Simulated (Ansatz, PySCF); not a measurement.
Breaking a bond: SMILES [F][GeH3], singlet. The Ge1–F5 bond (Ge1 also carries H, H, H; F5 carries nothing else) is pulled apart rigidly from the PBE0/def2-TZVP optimised geometry.

Computed with: NEVPT2 = SC-NEVPT2 on CASSCF(2,2)/cc-pVDZ, all electrons correlated (PySCF 2.14.0); UHF/cc-pVDZ (PySCF); RKS-PBE = restricted PBE/cc-pVDZ (Ansatz, a quantum-chemistry and plane-wave program); RHF/cc-pVDZ (PySCF).

Energies are in kJ/mol, each relative to the lowest point of its own curve near equilibrium.

```tsv
R / Å	NEVPT2	UHF	RKS-PBE	RHF
1.40	371.1	342.9	373.2	342.9
1.47	211.1	188.5	214.1	188.5
1.57	77.0	62.7	80.1	62.7
1.62	39.2	29.1	42.0	29.1
1.69	9.3	4.9	11.3	4.9
1.74	0.4	0.0	1.6	0.0
1.80	0.0	4.1	0.0	4.1
1.84	4.6	11.5	3.6	11.5
1.90	16.9	28.0	14.2	28.0
2.03	59.1	77.7	51.3	77.7
2.16	112.4	137.0	98.1	137.0
2.34	191.4	222.0	166.1	222.0
2.60	299.0	303.8	256.4	336.5
2.85	382.5	329.7	328.4	431.7
3.13	444.1	341.3	392.1	521.8
3.50	483.3	347.2	452.9	618.0
3.82	496.5	349.2	489.0	683.3
4.23	502.8	350.4	519.6	746.6
4.74	505.0	350.9	542.2	801.3
5.28	505.6	351.1	555.1	839.5
6.15	505.8	351.2	564.2	877.5
```

At the longest distance, 6.15 Å, RHF lies highest above its minimum (877.5 kJ/mol) and UHF lowest (351.2 kJ/mol).

The unrestricted determinant behind UHF is spin-contaminated at 2.60 to 6.15 Å (<S²> up to 1.0, against 0.00 for a pure singlet). The restricted form behind RKS-PBE, RHF keeps the bonding electrons paired and can't separate into open-shell fragments.
